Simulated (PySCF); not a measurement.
Cartesian coordinates in Å; atom numbers follow the order of the lines, from 1:
```xyz
20

C     2.6103   -1.5940   -0.1656
C     2.0835   -0.2281    0.1563
P     3.0867    1.2511    0.2732
C     1.6579    2.1107    0.6322
O     0.5398    1.3734    0.6671
C     0.7731    0.0686    0.4007
C    -0.4406   -0.8067    0.4195
C    -1.4372   -0.3891   -0.6629
C    -1.0876   -0.8246    1.8052
H     3.7031   -1.5796   -0.2813
H     2.1878   -1.9829   -1.1061
H     2.3756   -2.3200    0.6292
H     1.4965    3.1682    0.8433
H    -0.0858   -1.8242    0.1897
H    -2.3086   -1.0617   -0.6706
H    -1.7980    0.6349   -0.4811
H    -0.9756   -0.4116   -1.6613
H    -1.9591   -1.4969    1.8193
H    -0.3777   -1.1649    2.5736
H    -1.4302    0.1836    2.0846
```

Rapidly exchanging positions averaged, relativity neglected, isolated molecule, one conformer. Geometry from PBE0-D3(BJ)/def2-SVP; NMR shieldings at PBE/pcSseg-1/GIAO; PySCF.

δ = σ(ref) − σ, references computed at the same level: ¹³C, ¹H against TMS; H3PO4 for ³¹P; ¹⁷O against H2O.

| atoms | nucleus | count | δ (ppm) |
| --- | --- | --- | --- |
| H10/H11/H12 | ¹H | 3 | ? |
| P3 | ³¹P | 1 | ? |
| C7 | ¹³C | 1 | 31.8 |
| C8/C9 | ¹³C | 2 | 23.3 |
| C1 | ¹³C | 1 | 13.4 |
| H14 | ¹H | 1 | 3.00 |
| H13 | ¹H | 1 | ? |
| H15/H16/H17/H18/H19/H20 | ¹H | 6 | 1.25 |
| O5 | ¹⁷O | 1 | 368.7 |
| C4 | ¹³C | 1 | 176.9 |
| C6 | ¹³C | 1 | 165.3 |
| C2 | ¹³C | 1 | ? |

Question: Complete the table.

Answer: 
- C2: 133.3 ppm, substituted aromatic carbon
- H13: 8.28 ppm, hydrogen on an aromatic CH next to the ring oxygen; the ring current deshields protons in the ring plane
- H10/H11/H12: 2.31 ppm, hydrogen on a methyl carbon on an aromatic ring; benzylic-type position, deshielded by the ring
- P3: 131.5 ppm, phosphorus bonded to 2 C, in a 5-membered ring

Shifts are as computed. Against solution values, carbons near 30 ppm lie about +2 ppm off and those near 130 ppm about +2 ppm. Of 1211 compounds with measured shifts, 218 miss one by over three times the rms of a fit or turn the order of signals round; such compounds aren't used in these exercises. Unscaled 17O shifts of doubly bonded oxygen tend to come out too high, by tens of ppm or more. Experimental scales use liquid or dissolved standards, which lie at an offset from isolated H2O (liquid H2O: subtract about 36 ppm) and H3PO4.
